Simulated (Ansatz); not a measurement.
Isolated molecules relaxed with PBE0-D4/def2-TZVP in Ansatz; ΔE leaves out vibrations. CCSD(T)/CBS adds triple-zeta CCSD(T) − MP2 to the extrapolated MP2 energy (def2 sets, frozen cores). For Ge outer-core shells are correlated without core-valence functions, which leaves a few kJ/mol of doubt a bond. Scalar relativity is left out up to krypton. One conformer a species, not always the lowest.

`[GeH3][SiH2][GeH2][GeH3]` + `[SiH3][SiH2][SiH2][GeH3]` → `[GeH3][SiH2][SiH2][SiH2][GeH2][GeH3]` + `[SiH3][GeH3]`  (redistribution)

```
                               species  CCSD/def2-SVP energy (Eh)
            `[GeH3][SiH2][GeH2][GeH3]`                -6520.83387
            `[SiH3][SiH2][SiH2][GeH3]`                -2948.05711
`[GeH3][SiH2][SiH2][SiH2][GeH2][GeH3]`                -7101.08515
                        `[SiH3][GeH3]`                -2367.80730
```

(1) Work out ΔE.

Largest T1 diagnostic among the species: 0.013.

Answers

(1) ΔE = (-7101.08515) + (-2367.80730) − (-6520.83387) − (-2948.05711) = -0.00147 Eh = -0.04 eV. CCSD(T)/CBS gives -0.06 eV.

The D4 term adds −0.12 eV with B3LYP and −0.07 eV with PBE0; it sums over pairs of atoms, weighted by their polarisabilities, and B3LYP, whose exchange is more repulsive, gets the larger term. Leaving LDA and LC-ωPBE aside and taking each functional with its dispersion term where it has one, the values, not all of them listed here, spread over 0.08 eV, from BLYP-D4 to B2PLYP. LDA lies −0.08 eV from PBE without D4. From BLYP to BHLYP (50 % exact exchange), in def2-TZVPP and without D4, ΔE moves by −0.03 eV.

B3LYP here is the variant with VWN-RPA as its local correlation; programs differ in this.
